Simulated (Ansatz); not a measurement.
CH6BNOSe (`NB([SeH])CO`) at its PBE0-D4/def2-TZVP geometry, where that method's forces vanish. Total charge 0; spin multiplicity 1.

```xyz
11

N     0.0518    0.8471   -1.0911
B    -0.3129    0.3416    0.1489
Se   -1.7819    1.0646    1.2328
C     0.4986   -0.8819    0.7407
O     1.3550   -1.5074   -0.2152
H     0.8480    0.4532   -1.5682
H    -0.3775    1.6289   -1.5515
H    -2.0867    2.2027    0.3563
H    -0.1542   -1.6203    1.2260
H     1.1562   -0.5128    1.5359
H     0.8038   -2.0158   -0.8145
```

What forces (eV/Å) does PBE-D4/def2-TZVPP give on these atoms in Ansatz 0.2.0? (An estimate is asked.)

The calculation gave: 
```
N1  -0.027  0.024 -0.022
B2  -0.094 -0.044  0.203
Se3 -0.088 -0.154  0.279
C4  -0.248  0.184  0.115
O5   0.643 -0.013 -0.068
H6   0.282 -0.151 -0.179
H7  -0.144  0.277 -0.175
H8  -0.053  0.213 -0.169
H9  -0.144 -0.154  0.136
H10  0.144  0.061  0.177
H11 -0.272 -0.242 -0.298
```
